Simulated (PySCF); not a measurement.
# Electron correlation in Ne(2+) (neon, charge +2)

[He] 2s2 2p4, high-spin 3P determinant. All numbers are calculated (PySCF 2.14, the non-relativistic Hamiltonian (point nucleus), in def2-SVP (3s2p1d, 14 functions)). Frozen: 1s2; 6 electrons correlated.

MP2 pair energies summed by pair of shells (mhartree):

```json
{"pair": "2p-2p", "energy": "-41.86", "share (%)": "46.9"}
{"pair": "2s-2p", "energy": "-40.82", "share (%)": "45.8"}
{"pair": "2s-2s", "energy": "-6.54", "share (%)": "7.3"}
```

Total MP2 correlation energy: -89.22 mhartree.

Same-spin part -21.25 and opposite-spin part -67.97 mhartree; SCS-MP2 scales them by 1/3 and 6/5 to -88.65 mhartree.

```
  level  correlation energy (mhartree)
   CCSD                        -101.98
    (T)                          -0.66
CCSD(T)                        -102.64
```

Diagnostics: T1 = 0.0033, D1 = 0.0055, largest double amplitude 0.031.

Cost of the coupled-cluster step: 0.16 s of wall time on 1 thread of Intel(R) Xeon(R) Platinum 8259CL CPU @ 2.50GHz (shared host), for 6 correlated electrons.

Iterations:

```
CC2 = 0
CCSD nocc = (np.int64(4), np.int64(2)), nmo = (13, 13)
frozen orbitals [[0], [0]]
max_cycle = 100
direct = 0
conv_tol = 1e-08
conv_tol_normt = 1e-06
diis_space = 8
diis_start_cycle = 0
Init t2, MP2 energy = -0.0892189605600741
Init E_corr(UCCSD) = -0.0892189605623328
cycle = 1  E_corr(UCCSD) = -0.0995239608428624  dE = -0.0103050003  norm(t1,t2) = 0.0179533
cycle = 2  E_corr(UCCSD) = -0.101369848808155  dE = -0.00184588797  norm(t1,t2) = 0.0047613
cycle = 3  E_corr(UCCSD) = -0.101998234428545  dE = -0.00062838562  norm(t1,t2) = 0.00178399
cycle = 4  E_corr(UCCSD) = -0.101975480671177  dE = 2.27537574e-05  norm(t1,t2) = 0.000374681
cycle = 5  E_corr(UCCSD) = -0.101977839197891  dE = -2.35852671e-06  norm(t1,t2) = 4.70568e-05
cycle = 6  E_corr(UCCSD) = -0.101977591698911  dE = 2.47498981e-07  norm(t1,t2) = 6.52018e-06
cycle = 7  E_corr(UCCSD) = -0.101977670639958  dE = -7.89410469e-08  norm(t1,t2) = 8.62507e-07
cycle = 8  E_corr(UCCSD) = -0.101977662404485  dE = 8.23547297e-09  norm(t1,t2) = 1.11558e-07
UCCSD converged
E(UCCSD) = -126.2969516739607  E_corr = -0.1019776624044848
UCCSD(T) correction = -0.000662828179473995
```
